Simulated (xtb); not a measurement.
xtb input (GFN2-xTB):

```bash
xtb mol.xyz --gfn 2 --ohess tight --chrg 1 --uhf 0
```
mol.xyz:
```
16

C      1.83514800    -0.11362384     0.46969883
N      0.89067376     0.11491423    -0.66995353
B     -0.54691790     0.00082803    -0.09020445
C     -1.25000048    -1.33307526    -0.35458900
C     -1.10353287     1.26750319     0.58985404
H      1.70359395    -1.09886909     0.89649256
H      1.67673638     0.66476553     1.28222676
H      2.87935999    -0.09266350     0.07657615
H      1.05620798    -0.57738369    -1.40950806
H      1.07619491     1.01920668    -0.99530873
H     -0.66144798    -2.20708911    -0.31118063
H     -2.11765935    -1.43984030     0.29812010
H     -1.63023865    -1.26407433    -1.40685512
H     -0.56560560     2.20774069     0.52577677
H     -2.11412848     1.50026640     0.20710897
H     -1.29412543     1.04821030     1.61717957
```

End of the output:

```
   ------------------------------------------------------------------------
    298.15    0.916901E-02    0.151288E+00    0.410489E-01    0.110239E+00
   ------------------------------------------------------------------------

         :::::::::::::::::::::::::::::::::::::::::::::::::::::
         ::                  THERMODYNAMIC                  ::
         :::::::::::::::::::::::::::::::::::::::::::::::::::::
         :: total free energy         -15.661704410363 Eh   ::
         ::.................................................::
         :: total energy              -15.771943152090 Eh   ::
         :: zero point energy           0.142118592709 Eh   ::
         :: G(RRHO) w/o ZPVE           -0.031879850982 Eh   ::
         :: G(RRHO) contrib.            0.110238741727 Eh   ::
         :::::::::::::::::::::::::::::::::::::::::::::::::::::

optimized geometry written to: xtbopt.xyz

           -------------------------------------------------
          | TOTAL ENERGY              -15.771943152090 Eh   |
          | TOTAL ENTHALPY            -15.620655549904 Eh   |
          | TOTAL FREE ENERGY         -15.661704410363 Eh   |
          | GRADIENT NORM               0.000102101006 Eh/α |
          | HOMO-LUMO GAP               4.648400180886 eV   |
           -------------------------------------------------

------------------------------------------------------------------------
------------------------------------------------------------------------
 total:
 SCF:
 ANC optimizer:
 analytical hessian:
```

It need not be the lowest isomer of its formula.
